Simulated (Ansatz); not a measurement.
Consider the cleavage of the As–B bond: `O=CB([SiH3])[AsH2]` + `C[SeH]` → `C[Se][AsH2]` + `O=CB[SiH3]`.

Isolated molecules relaxed with PBE0-D4/def2-TZVP in Ansatz; ΔE leaves out vibrations. CCSD(T)/CBS is the MP2 limit (def2-TZVPP, def2-QZVPP) plus CCSD(T) − MP2 in def2-TZVPP, frozen cores. DFT in def2-TZVPP. For As, Se outer-core shells are correlated without core-valence functions, which leaves a few kJ/mol of doubt a bond. Scalar relativity is left out up to krypton. Each species was taken in one conformer, which may not be the lowest.

CCSD(T)/CBS gives +2.7 kJ/mol.

(1) Another level gave +0.8 kJ/mol. Which?
A. PBE-D4/def2-TZVPP
B. CCSD/def2-TZVPP
C. ωB97X-V/def2-TZVPP
D. BLYP/def2-TZVPP

(2) What do rigid-rotor, harmonic-oscillator terms from PBE0-D4/def2-TZVP frequencies (298.15 K, 1 bar) make of the CCSD(T)/CBS value? (Best estimate.)

Largest T1 diagnostic among the species: 0.021, so the coupled-cluster value is less sure than usual.

Results:

(1) C. ωB97X-V 0.8, BLYP -11.2, PBE-D4 -4.1, CCSD/def2-TZVPP 7.6 kJ/mol.

(2) Computed: ΔZPE = +3.2 kJ/mol, ΔH = +5.6 kJ/mol, ΔS = 7 J/(mol·K), ΔG = +3.7 kJ/mol.

From PBE to PBE0 (25 % exact exchange), in def2-TZVPP and without D4, ΔE moves by +5.9 kJ/mol. Leaving LDA and LC-ωPBE aside and taking each functional with its dispersion term where it has one, the values, not all of them listed here, spread over 12.5 kJ/mol, from BLYP-D4 to B97M-V. LDA lies +6.1 kJ/mol from PBE without D4.

CCSD(T)/CBS has its own doubt, a few kJ/mol and more with outer-core shells, so smaller differences from it don't rank the levels.
